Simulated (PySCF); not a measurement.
Dipole moment and polarisability of `O=S(=O)(O)c1cnccn1`

Compound: C4H4N2O3S.
Cartesian coordinates in Å at the GFN2-xTB level; atoms count from 1:
```xyz
14
C4H4N2O3S angstrom
O      2.5979    0.0595   -1.4903
S      2.0582   -0.1917   -0.1985
O      2.6146    0.4596    0.9451
O      2.0802   -1.7714    0.0634
C      0.2885    0.1123   -0.2481
C     -0.2999    0.8344   -1.2722
N     -1.6060    1.0555   -1.2732
C     -2.3092    0.5582   -0.2677
C     -1.7097   -0.1736    0.7529
N     -0.4020   -0.3916    0.7560
H      2.0445   -1.9340    1.0084
H      0.2850    1.2252   -2.0909
H     -3.3726    0.7505   -0.2877
H     -2.2703   -0.5934    1.5756
```

Level: wB97X-D/def2-SVPD (PySCF), static field, nuclei fixed, core orbitals frozen in the response. The polarisability tensor in these axes (au):

```
x   111.39  -6.23  -3.67
y    -6.23  67.74 -11.86
z    -3.67 -11.86  80.34
```

Question: Diagonalise the tensor; give its mean and Δα, where Δα² is half the sum of the squared differences of the eigenvalues.

Answer: Principal values 59.60, 87.47 and 112.40 au; mean 86.49 au = 12.82 Å³ = 14.26 × 10⁻⁴⁰ C²·m²/J; Δα = 45.75 au (53 % of the mean).

Question: What is the dipole moment, and where does it point?

Answer: (-4.42, -1.34, 1.70) D, 4.92 D in size, pointing from the negative to the positive side. Measured along this direction, the outermost atoms are O1 at the negative end and H14 and H13 at the positive end.

Question: Sum over states: ᾱ = Σ f/ω², ω in Eh. What share falls to these 8 lowest TDDFT singlets (eV, f)? 4.10, 0.0049; 4.81, 0.0001; 5.45, 0.1530; 5.73, 0.0000; 6.47, 0.1054; 6.63, 0.0027; 6.78, 0.0088; 6.92, 0.0140.

Answer: They add up to 6.30 au, 7.3 % of the 86.49 au; the largest single term is 3.81 au, from the state at 5.45 eV. Terms in order: 0.22, 0.00, 3.81, 0.00, 1.86, 0.05, 0.14, 0.22 au. Higher excitations give the rest. The strengths listed sum to 0.289.

Question: Directions of the eigenvectors, and the extent of the frame along each?

Answer: Largest value along (0.99, -0.12, -0.07), where the nuclei span 6.08 Å; middle along (0.00, -0.51, 0.86), 4.28 Å; least along (0.14, 0.85, 0.51), 2.42 Å. The response follows the extents in order.

Question: How large is μ²/3kT at 500 K beside α?

Answer: In Gaussian units μ²/3kT = 116.83 Å³ against 12.82 Å³, a ratio of 9.12; the Debye molar polarisation (4π/3)N_A(α + μ²/3kT) is 327.0 cm³/mol, leaving out the vibrational part.

Question: What are the principal values of the traceless quadrupole moment, Θ = ½Σq(3rr − r²1), about the centre of nuclear charge?

Answer: -8.98, 3.88, 5.11 D·Å. The values depend on the origin, since the dipole doesn't vanish. The electronic extent ⟨r²⟩ about the same centre is 1498 bohr², a root-mean-square distance of 2.26 Å for the 82 electrons.

Question: Rayleigh depolarisation ratio (linearly polarised light, static tensor)?

Answer: ρ = 3Δα²/(45ᾱ² + 4Δα²) = 6279.1/(336608 + 8372.2) = 0.0182.

Isolated species at its GFN2-xTB geometry (one conformer only).

Note: wB97X-D ran without an empirical dispersion term, which enters the total energy and its gradient alone.
